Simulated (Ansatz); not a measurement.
6 gas-phase steps of group 14 species, written in SMILES but for small gases and atoms, in each of which the number of molecules stays (small partners taken up: SiH4, hydrogen halide; given off: H2). Reaction energies in kJ/mol, right side less left side, on B3LYP-D3(BJ)/def2-TZVP stationary points reached from drawn starts (curvature not checked).

| row | step | PBE/def2-TZVPP | wB97M-V/def2-TZVPP |
|---|---|---|---|
| 1 | 4 HF + SiH4 → 4 H2 + F[Si](F)(F)F | -467.6 | -508.7 |
| 2 | 2 HCl + 2 HF + SiH4 → 4 H2 + F[Si](F)(Cl)Cl | -374.4 | -403.8 |
| 3 | 3 HCl + SiH4 → 3 H2 + Cl[SiH](Cl)Cl | -216.7 | -229.7 |
| 4 | HCl + HF + SiH4 → 2 H2 + F[SiH2]Cl | -180.4 | -194.2 |
| 5 | HF + SiH4 → H2 + F[SiH3] | -96.9 | ? |
| 6 | HCl + SiH4 → H2 + [SiH3]Cl | -67.2 | -71.7 |

No zero-point or thermal terms.

Run with Ansatz (Gaussian orbitals). Each number belongs to the level named beside it.

The rows were drawn at random from the listed steps of this kind that kept their bonds on relaxing, hold no state known to be excited and show no strong spin contamination (nor T1 past 0.05 where coupled cluster ran); restricted singlets weren't searched for lower solutions, and sets that span under 5 kcal/mol aren't shown. They stand in the order of the third column.

Question: Fit a straight line y = a + b·x through the complete rows, with x the PBE/def2-TZVPP and y the wB97M-V/def2-TZVPP value, and use it for row 5. How does it compare with the computed value?

Answer: Means over the 5 complete rows: x -261.26, y -281.62. Σ(x − x̄)(y − ȳ) = 110798.54 and Σ(x − x̄)² = 101560.07, so b = 1.091 and a = -281.62 − 1.091 × (-261.26) = 3.41 kJ/mol. The residuals have rms 2.01 and median size 1.79 kJ/mol; without the fit y − x has mean -20.36 and median -13.80 kJ/mol. For row 5 the line gives 3.41 + 1.091 × (-96.9) = -102.3 kJ/mol. The computed wB97M-V/def2-TZVPP value is -107.1 kJ/mol, 4.8 kJ/mol below the line. Taking y = x would miss by 10.2 kJ/mol, so here the line does better. wB97M-V/def2-TZVPP is a functional with errors of its own, not an exact or measured value.

Ansatz is a program for electronic structure.
